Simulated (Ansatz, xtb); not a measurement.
System: I2, net charge -1, doublet state. 
Structure (B3LYP-D3(BJ)/def2-TZVP (Ansatz, an electronic-structure program) minimum search):
```
I
I 1 3.3304
```
Charge -1, spin multiplicity 2.

Harmonic wavenumbers from GFN2-xTB (xtb, at its own minimum), cm⁻¹: 91.

Give the harmonic wavenumbers at B3LYP-D3(BJ)/def2-TZVP (Ansatz, finite differences of forces, unscaled).

92 cm⁻¹. Zero-point energy 0.1 kcal/mol.

From these and the geometry, give the ideal-gas thermochemistry at 298.15 K and 1 atm (rigid rotor, harmonic oscillator).

Point group D∞h, rotational symmetry number 2. Rotational constants 0.7181, 0.7181 GHz. S(trans) 42.49, S(rot) 18.62, S(vib) 3.62, S(elec, spin only) 1.38, S 66.1 cal/(mol K). H(298) - H(0) 2.54 kcal/mol; G - E(el) -17.0 kcal/mol.
